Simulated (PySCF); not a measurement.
From one molecule to another.

First species: C4H8O4.
Geometry (GFN2-xTB, Å), atoms numbered from 1 in this order:
```xyz
16
C4H8O4 angstrom
O      2.7909    0.0994   -0.5995
C      1.6834   -0.6976   -0.8994
C      0.4754   -0.3153   -0.0413
O     -0.5974   -1.1622   -0.3501
C     -1.7536   -0.7561    0.3265
O     -2.0844    0.5738    0.0486
C     -1.0065    1.4092    0.3543
O      0.1573    1.0313   -0.3210
H      2.5302    1.0220   -0.7125
H      1.3888   -0.6072   -1.9522
H      1.9576   -1.7319   -0.6887
H      0.7172   -0.4019    1.0407
H     -2.5741   -1.3798   -0.0296
H     -1.6068   -0.8837    1.4199
H     -0.8198    1.3940    1.4490
H     -1.2656    2.4148    0.0210
```

Second species: C₆H₈ClF.
SMILES: `[C@@H]1(F)[C@H](CCl)CC1=C`

Levels: B3LYP/def2-SVPD for HOMO energy, LUMO energy, HOMO–LUMO gap and static isotropic polarisability; TDDFT B3LYP/def2-SVPD for lowest singlet excitation; TDA B3LYP/def2-SVPD for lowest triplet excitation (Tamm–Dancoff). Geometries: GFN2-xTB. All species are isolated and taken at one optimised geometry, non-relativistic unless stated. Electronic properties by PySCF.

Dipoles, sizes and rotational constants follow the conformer. The torsions of the flexible species, by atom-mapped SMILES:
- `[CH2:1]=[C:2]1[CH2:3][C@@H:4]([CH2:5][Cl:6])[C@H:7]1[F:8]`: C3–C4–C5–Cl6 -71°

The conformers of `OCC1OCOCO1` aren't listed.

```json
{"property": "HOMO energy", "column X": "-7.89 eV", "column Y": "-7.57 eV"}
{"property": "LUMO energy", "column X": "0.37 eV", "column Y": "-0.89 eV"}
{"property": "HOMO–LUMO gap", "column X": "8.26 eV", "column Y": "6.68 eV"}
{"property": "lowest singlet excitation", "column X": "7.22 eV", "column Y": "6.35 eV"}
{"property": "lowest triplet excitation (Tamm–Dancoff)", "column X": "6.93 eV", "column Y": "4.21 eV"}
{"property": "static isotropic polarisability", "column X": "64.8 au", "column Y": "85.0 au"}
```

**Question.** Which column belongs to which species?

**Answer.** Column X is the first species and column Y the second. The first has 16 atoms and 64 electrons, the second 16 and 70.

**Question.** How does each property change from the first species to the second?

**Answer.** HOMO energy +0.32 eV; LUMO energy -1.26 eV; HOMO–LUMO gap -1.58 eV; lowest singlet excitation -0.87 eV; lowest triplet excitation (Tamm–Dancoff) -2.72 eV; static isotropic polarisability +20.2 au.

On the first: No computed singlet falls in the visible range (750 to 380 nm, 1.65 to 3.26 eV); S1 lies 3.96 eV above its blue end. The principal polarisabilities are 57.1, 65.1 and 72.2 au; their mean is the isotropic value.

On the second: The polarisability is 12.59 Å³ as a volume (1 au = 0.148185 Å³), or 1.21 au for each of the 70 electrons. In wavenumbers S1 is 51200 cm⁻¹ (1 eV = 8065.54 cm⁻¹).
